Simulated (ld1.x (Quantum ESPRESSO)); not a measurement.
## Building the TM semilocal potential for potassium (PBE, scalar-relativistic).

ld1.x (Quantum ESPRESSO) 7.5 input, shortened:

```
&input
   title='K', zed=19., rel=1, dft='PBE', iswitch=3,
   config='[Ar] 3d0 4s0 4p1'
 /
 &inputp
   pseudotype=1, tm=.true., lloc=1,
   nlcc=.false.
 /
3
4S  1  0   0.00   0.00  2.75  2.75  0.0
3D  3  2   0.00   0.00  4.20  4.20  0.0
4P  2  1   1.00   0.00  3.50  3.50  0.0
 &test
   configts(1)='3d0 4s0 4p1'
 /
```

All-electron outer shells of the reference configuration (PBE, scalar-relativistic, ld1.x):

```json
{"shell": "3s", "level (eV)": "-36.82", "outermost node (bohr)": "0.48", "outermost maximum (bohr)": "1.08"}
{"shell": "3p", "level (eV)": "-20.27", "outermost node (bohr)": "0.45", "outermost maximum (bohr)": "1.15"}
{"shell": "4s", "level (eV)": "-2.99", "outermost node (bohr)": "1.58", "outermost maximum (bohr)": "3.98"}
{"shell": "4p", "level (eV)": "-1.39", "outermost node (bohr)": "1.86", "outermost maximum (bohr)": "5.86"}
{"shell": "3d", "level (eV)": "-0.46", "outermost node (bohr)": "–", "outermost maximum (bohr)": "6.40"}
```

Results:

```json
{"Cutoffs needed": "6 Ry and 6 Ry (the cutoffs (Ry, on a coarse ladder) from which the occupation-weighted sum of valence levels, in a spherical-Bessel basis at the reference potential, stays within 10 and 1 mRy of its value at 400 Ry)", "Ghost test": "no extra level below or beside the all-electron valence levels (s, d, p tested); the semilocal form is local in each channel, so this says nothing of the separable form that plane-wave codes build from it (spherical-Bessel basis up to 400 Ry, 20 bohr box)", "Largest excitation error": "+182 meV (all-electron minus pseudo) for 3d1 4s0 4p0, out of 4 test configurations"}
```

Generation and tests took about 2.1 s on one core of a shared server CPU.
